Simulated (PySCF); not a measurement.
Zn(SH)(SMe) (CH4S2Zn), SMILES C[S][Zn][SH]. Atoms are numbered in the order given.

```xyz
8

Zn    -0.1721     0.2052     0.2600
S     -1.6992     1.7586     0.4189
H     -2.6958     0.8297     0.5015
S      1.3641    -1.3317     0.1055
C      1.4548    -1.5144    -1.7289
H      0.4972    -1.8594    -2.1643
H      2.2210    -2.2892    -1.9256
H      1.7748    -0.5796    -2.2279
```
Charge 0, spin multiplicity 1.

Geometry optimised at PBE-D3(BJ)/def2-SVP. One conformer was computed; it need not be the lowest.

Calculation: PBE-D3(BJ)/def2-SVP (PySCF).

Frequencies are harmonic and unscaled.

Task: Give all harmonic wavenumbers and intensities. (The exact figures need the calculation; the answer reports its results.)

Result: 
| mode | ν (cm⁻¹) | IR (km/mol) | moving atoms (share of kinetic energy) |
|---|---|---|---|
| 1 | 65 | 3.5 | S 32 %, Zn 31 %, C 25 %, H 12 % |
| 2 | 82 | 6.0 | Zn 36 %, S 34 %, H 29 % |
| 3 | 104 | 14.3 | H 92 % |
| 4 | 124 | 5.5 | H 74 %, S 16 %, Zn 10 % |
| 5 | 171 | 2.9 | C 33 %, Zn 28 %, S 25 %, H 14 % |
| 6 | 319 | 0.0 | S 96 % |
| 7 | 448 | 53.3 | Zn 50 %, S 48 % |
| 8 | 608 | 4.5 | H 93 % |
| 9 | 686 | 3.5 | C 60 %, S 31 %, H 9 % |
| 10 | 918 | 5.0 | H 84 %, C 14 % |
| 11 | 935 | 10.3 | H 82 %, C 16 % |
| 12 | 1284 | 16.6 | H 87 %, C 12 % |
| 13 | 1405 | 7.9 | H 95 % |
| 14 | 1406 | 8.7 | H 95 % |
| 15 | 2604 | 2.0 | H 97 % |
| 16 | 2980 | 26.1 | H 98 % |
| 17 | 3084 | 5.7 | H 90 %, C 10 % |
| 18 | 3086 | 1.7 | H 90 %, C 10 % |
